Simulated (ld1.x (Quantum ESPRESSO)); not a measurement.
**Configuration tests for Sr (Z = 38) (TM)**

- Element: Sr (Z = 38)
- Generator: ld1.x (Quantum ESPRESSO) 7.5
- Type: norm-conserving Troullier–Martins (Kleinman–Bylander form)
- Functional: LDA (PZ)
- Relativity: scalar-relativistic
- Frozen core: [Kr]
- Valence charge: 2
- Reference configuration: 4d0 5s1 5p0 (charge +1)
- Partial waves: 5p (bound, empty): rc 5.88 bohr; 4d (bound, empty): rc 3.05 bohr; 5s (bound): rc 3.65 bohr
- Local potential: the s channel
- Core correction: none

Energies are relative to the spin-unpolarised reference configuration 4d0 5s1 5p0; without spin polarisation the order of configurations can differ from experiment. Spin-polarised rows fill each open shell by Hund’s rule, majority spin first.

```json
{"valence configuration": "4d0 5s1.5 5p0", "charge": "+0.5", "ΔE all-electron (eV)": "-3.651", "error AE − PS (meV)": "+16"}
{"valence configuration": "4d0 5s1 5p1", "charge": "0", "ΔE all-electron (eV)": "-3.672", "error AE − PS (meV)": "+5.9"}
{"valence configuration": "4d0 5s0 5p2", "charge": "0", "ΔE all-electron (eV)": "-1.136", "error AE − PS (meV)": "+19"}
{"valence configuration": "4d0.5 5s1.5 5p0", "charge": "0", "ΔE all-electron (eV)": "-4.915", "error AE − PS (meV)": "+143"}
{"valence configuration": "4d0 5s0 5p1", "charge": "+1", "ΔE all-electron (eV)": "3.042", "error AE − PS (meV)": "+49"}
{"valence configuration": "4d1 5s0 5p0", "charge": "+1", "ΔE all-electron (eV)": "1.797", "error AE − PS (meV)": "+408"}
{"valence configuration": "4d0 5s1 5p0 (spin-polarised)", "charge": "+1", "ΔE all-electron (eV)": "-0.177", "error AE − PS (meV)": "+85"}
```

**Question.** What are ΔE and the potential's error for 4d0 5s2 5p0?

**Answer.** ΔE = -6.063 eV all-electron; the error (AE − PS) is +44 meV.

**Question.** What are ΔE and the potential's error for 4d0 5s1.5 5p0 (spin-polarised)?

**Answer.** ΔE = -3.684 eV all-electron; the error (AE − PS) is +27 meV.
